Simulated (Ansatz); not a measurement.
Basis sets compared for SnMeF3 (CH3F3Sn). The state is a singlet with charge 0. Geometry PBE-D4/def2-SVP. Ansatz on 2 threads of Intel Xeon Platinum 8488C on a shared host; times are rough, and most runs start from earlier orbitals.

Cartesian coordinates in Å:
```
C 0.133 1.171 -0.382
F 0.809 -2.157 -0.843
F -1.943 -1.459 0.342
F 0.589 -1.183 2.067
Sn -0.097 -0.852 0.278
H -0.464 1.818 0.287
H -0.234 1.234 -1.423
H 1.206 1.428 -0.325
```

In the def2 sets Sn takes a core potential; there is no spin–orbit coupling.

Binding counts from free atoms (C triplet, F doublet, Sn triplet, H doublet) in the same basis, without a counterpoise term.

```
           level  functions  energy (Eh)  HOMO (eV)  LUMO (eV)  binding per atom (eV)  wall time
 PBE-D4/def2-SVP         97    -553.2149      -8.35      -2.96                   3.76      0.9 s
PBE0-D4/def2-SVP         97    -553.2243     -10.04      -2.05                   3.61      1.4 s
```

Task: Estimate the rows for PBE-D4/def2-TZVP (with forces), PBE0-D4/def2-TZVP.

Result: 
```json
{"level": "PBE-D4/def2-TZVP (with forces)", "functions": "192", "energy (Eh)": "-553.6663", "HOMO (eV)": "-8.67", "LUMO (eV)": "-3.29", "binding per atom (eV)": "3.79", "wall time": "2.1 s"}
{"level": "PBE0-D4/def2-TZVP", "functions": "192", "energy (Eh)": "-553.6703", "HOMO (eV)": "-10.22", "LUMO (eV)": "-2.32", "binding per atom (eV)": "3.66", "wall time": "2.6 s"}
```
